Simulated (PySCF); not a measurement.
**Electron correlation in Ag²⁺ (silver, charge +2)**

[Kr] 4d8 5p1, one real determinant (an excited configuration). All numbers are calculated (PySCF 2.14, scalar relativity by spin-free X2C-1e, in ANO-RCC-VTZP (7s6p4d2f1g, 68 functions)). Frozen: [Kr]; 9 electrons correlated.

| level | correlation energy (mhartree) |
| --- | --- |
| CCSD | -197.40 |
| (T) | -5.09 |
| CCSD(T) | -202.49 |

Diagnostics: T1 = 0.0086, D1 = 0.0324, largest double amplitude 0.047.

Task: Is a single reference adequate?

Result: Yes, within this model without spin-orbit coupling: T1 lies below 0.03 and no double amplitude reaches 0.07.

The reference is one real determinant that mixes LS terms of this configuration.
